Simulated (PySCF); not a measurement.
Species: C6H12Cl2O.
Numbering: `[CH3:1][CH2:2][C@@H:3]([CH3:4])[O:5][CH2:6][CH:7]([Cl:8])[Cl:9]` (hydrogens: H10, H11, H12 on C1; H13, H14 on C2; H15 on C3; H16, H17, H18 on C4; H19, H20 on C6; H21 on C7)

Geometry (PBE0-D3(BJ)/def2-SVP, Å), atoms numbered from 1 in this order:
```xyz
21
C6H12Cl2O angstrom
C     -1.936   -1.379    0.466
C     -1.798    0.133    0.526
C     -0.494    0.659   -0.051
C     -0.419    2.176   -0.014
O      0.559    0.090    0.718
C      1.823    0.071    0.147
C      2.227   -1.341   -0.244
Cl     3.934   -1.344   -0.745
Cl     1.187   -1.988   -1.536
H     -2.885   -1.709    0.913
H     -1.903   -1.745   -0.571
H     -1.114   -1.863    1.012
H     -2.628    0.617   -0.015
H     -1.866    0.478    1.573
H     -0.400    0.309   -1.096
H      0.540    2.542   -0.412
H     -1.222    2.622   -0.620
H     -0.519    2.536    1.021
H      1.911    0.719   -0.743
H      2.565    0.422    0.886
H      2.131   -2.028    0.606
```

The calculation used PBE0-D3(BJ)/def2-SVP geometry optimisation, gas phase (PySCF 2.14.0).

Masses are those of the commonest isotopes; rigid-rotor values at the optimised geometry. The values belong to one conformer with, in the numbering `[CH3:1][CH2:2][C@@H:3]([CH3:4])[O:5][CH2:6][CH:7]([Cl:8])[Cl:9]`, C1–C2–C3–C4 178°, C2–C3–O5–C6 160°, C3–O5–C6–C7 -109°, O5–C6–C7–Cl8 -172°.

Problem. Give the principal moments of inertia and the rotational constants in cm⁻¹.

Solution. Ia = 275.33, Ib = 806.62, Ic = 969.58 u·Å²; 505379 MHz·u·Å²/I gives 1836, 626.5 and 521.2 MHz, that is A = 0.06123, B = 0.02090, C = 0.01739 cm⁻¹.

Problem. What kind of rotor is it?

Solution. An asymmetric top: κ = (2 × 626.5 − 1836 − 521.2)/(1836 − 521.2) = -0.84.

Problem. Is it planar, by Δ = Ic − Ia − Ib?

Solution. Not planar: Δ = Ic − Ia − Ib = -112.38 u·Å². For a rigid frame Δ = −2 Σ m c², so Σ m c² = 56.19 u·Å² lies off the ab plane: 14.10 from hydrogen and 42.08 from heavier atoms. The atom farthest from that plane is 1.64 Å away.

Problem. Give the other two planar moments, Paa and Pbb, and the rms extents of the mass along the axes.

Solution. Paa = Σ m a² = (Ib + Ic − Ia)/2 = 750.43 and Pbb = Σ m b² = (Ia + Ic − Ib)/2 = 219.14 u·Å². With the mass M = 170.03 u, the rms extents √(P/M) along a, b and c are 2.10, 1.14, 0.57 Å.

Problem. List the rotational levels J(Ka,Kc) to J = 2 (K).

Solution. Above 0(0,0), as E/k:
J = 1: 1(0,1) 0.055, 1(1,1) 0.113, 1(1,0) 0.118
J = 2: 2(0,2) 0.165, 2(1,2) 0.218, 2(1,1) 0.233, 2(2,1) 0.407, 2(2,0) 0.408
Those of J = 1 are B + C, A + C and A + B.

Problem. Which lines would a microwave search look for?

Solution. The dipole components are |μa| = 1.19 D, |μb| = 0.90 D, |μc| = 0.09 D. The squared components, which scale the intensities, stand as 1.00 : 0.57 : 0.01 (a : b : c). Some lines, for components of 0.1 D or more:

```csv
type,branch,"J(Ka,Kc)",MHz,lower level (cm⁻¹)
a,R,"1(0,1) ← 0(0,0)",1148,0.000
b,Q,"2(1,1) ← 2(0,2)",1426,0.115
b,Q,"3(1,2) ← 3(0,3)",1606,0.229
b,R,"1(1,1) ← 0(0,0)",2357,0.000
a,R,"3(1,3) ← 2(1,2)",3281,0.152
b,Q,"3(2,1) ← 3(1,2)",3506,0.282
b,R,"4(0,4) ← 3(1,3)",3552,0.261
a,R,"4(2,3) ← 3(2,2)",4586,0.398
a,R,"4(1,3) ← 3(1,2)",4788,0.282
b,R,"4(1,4) ← 3(0,3)",5343,0.229
b,R,"2(2,1) ← 1(1,0)",6028,0.082
b,Q,"4(3,1) ← 4(2,2)",6234,0.554
b,Q,"3(3,0) ← 3(2,1)",6280,0.399
b,Q,"4(3,2) ← 4(2,3)",6330,0.551
b,R,"3(2,1) ← 2(1,2)",7419,0.152
b,R,"4(2,2) ← 3(1,3)",8788,0.261
b,R,"3(3,1) ← 2(2,0)",9749,0.283
b,R,"4(3,1) ← 3(2,2)",10917,0.398
```

Problem. Estimate the classical rotational partition function at 25 K, 50 K and 298.15 K.

Solution. Point group C1, symmetry number σ = 1; q = (√π/σ)·√((kT/h)³/(ABC)), k/h = 20836.6 MHz/K: 27200 at 25 K, 77000 at 50 K, 1120000 at 298.15 K.

PBE0-D3(BJ)/def2-SVP frequencies: not computed here. Constants of a rigid frame at the computed geometry: no zero-point averaging, no centrifugal distortion. A rigid rotor knows nothing of internal rotation, which can split or shift real lines. Quadrupole hyperfine structure (35Cl) is left out.
